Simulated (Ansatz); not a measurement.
Species: H4SiPO, charge 0, doublet. H4SiPO (SMILES [O][SiH2]P, doublet).
B3LYP-D3(BJ)/def2-TZVP minimum from Ansatz (a quantum-chemistry and plane-wave program):
```
Si
O 1 1.5922
H 1 1.4819 2 118.90
H 1 1.4819 3 110.29 2 -142.43
P 1 2.3130 3 106.88 4 -115.83
H 5 1.4128 1 98.60 3 -72.11
H 5 1.4128 6 96.22 2 74.02
```
Charge 0, spin multiplicity 2.

Atomisation energy term by term, kcal/mol (programs: Ansatz). Open shells are spin-unrestricted; no spin-orbit coupling. Cores are frozen in correlated methods. Rows without X2C or -DK are non-relativistic. CBS(X,Y): correlation extrapolated as X^-3, Hartree-Fock from the larger set. A bracket is a step between two methods taken in the basis named. 'core' is core correlation in cc-pwCVTZ (1s frozen past Ne), 'X2C' scalar relativity in cc-pVTZ-DK, both at CCSD(T). For partners of very few electrons the exact lower level stands in for a higher one. The UHF reference of H4OPSi ([O][SiH2]P, doublet) is spin-contaminated (<S^2> up to 0.03 over the pure value in the sets run).

```json
[
 {"term": "Hartree-Fock", "basis": "cc-pV(Q+d)Z", "kcal/mol": "329.25"},
 {"term": "CCSD correlation", "basis": "CBS(cc-pV(T+d)Z,cc-pV(Q+d)Z)", "kcal/mol": "138.59"},
 {"term": "(T)", "basis": "CBS(cc-pV(T+d)Z,cc-pV(Q+d)Z)", "kcal/mol": "9.25"},
 {"term": "CCSDT(Q) - CCSD(T)", "basis": "cc-pV(D+d)Z", "kcal/mol": "1.59"},
 {"term": "core correlation", "basis": "cc-pwCVTZ", "kcal/mol": "0.58"},
 {"term": "scalar relativity", "basis": "X2C, cc-pVTZ-DK", "kcal/mol": "-1.25"},
 {"term": "sum: De", "basis": "", "kcal/mol": "478.0"}
]
```
